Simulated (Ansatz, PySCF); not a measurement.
(3E)-hexa-1,3-diene (C6H10), SMILES C=C/C=C/CC. Atoms are numbered in the order given.

```xyz
16

C      3.1198     0.4003     0.0576
C      1.9727    -0.2411    -0.2075
C      0.6517     0.3536    -0.1046
C     -0.4927    -0.2960    -0.3742
C     -1.8643     0.2843    -0.2669
C     -2.7485    -0.4567     0.7330
H      3.1242     1.4470     0.3776
H      4.0880    -0.0966    -0.0359
H      2.0085    -1.2902    -0.5261
H      0.6063     1.4033     0.2137
H     -0.4323    -1.3480    -0.6864
H     -2.3468     0.2522    -1.2613
H     -1.7930     1.3498     0.0068
H     -3.7612    -0.0270     0.7648
H     -2.8462    -1.5215     0.4675
H     -2.3245    -0.4066     1.7476
```

Geometry optimised at PBE0-D3(BJ)/def2-SVP. Other conformers were not sampled.

Two levels are set side by side: PBE-D3(BJ)/def2-SVP (Ansatz, an electronic-structure program) and PBE0-D3(BJ)/def2-SVP (Ansatz). Each level has its own optimised geometry; the coordinates shown are those of the second. Frequencies come from the Hessian of PySCF at each geometry. Differences are taken from unrounded values.

| quantity | PBE0-D3(BJ) | PBE-D3(BJ) | PBE-D3(BJ) minus PBE0-D3(BJ) |
|---|---|---|---|
| mean bond length (Å) | 1.210 | 1.218 | 0.008 |
| bond C1–C2 (Å) | 1.341 | 1.353 | 0.012 |
| bond C2–C3 (Å) | 1.452 | 1.454 | 0.002 |
| bond C3–C4 (Å) | 1.343 | 1.356 | 0.013 |
| bond C4–C5 (Å) | 1.493 | 1.499 | 0.006 |
| bond C5–C6 (Å) | 1.527 | 1.537 | 0.010 |
| bond C1–H7 (Å) | 1.095 | 1.103 | 0.008 |
| bond C1–H8 (Å) | 1.092 | 1.100 | 0.008 |
| bond C2–H9 (Å) | 1.097 | 1.105 | 0.008 |
| bond C3–H10 (Å) | 1.098 | 1.106 | 0.009 |
| bond C4–H11 (Å) | 1.099 | 1.107 | 0.008 |
| bond C5–H12 (Å) | 1.106 | 1.115 | 0.009 |
| bond C5–H13 (Å) | 1.102 | 1.111 | 0.008 |
| bond C6–H14 (Å) | 1.101 | 1.109 | 0.008 |
| bond C6–H15 (Å) | 1.102 | 1.110 | 0.008 |
| bond C6–H16 (Å) | 1.101 | 1.109 | 0.008 |
| highest harmonic wavenumber (cm⁻¹) | 3268 | 3176 | -93 |
| mean harmonic wavenumber (cm⁻¹) | 1487 | 1439 | -48 |
| zero-point energy (kcal/mol) | 89.25 | 86.38 | -2.88 |

GGA bonds tend to be longer and softer than those of functionals with exact exchange. Differences between two approximate levels are no errors against the true value.
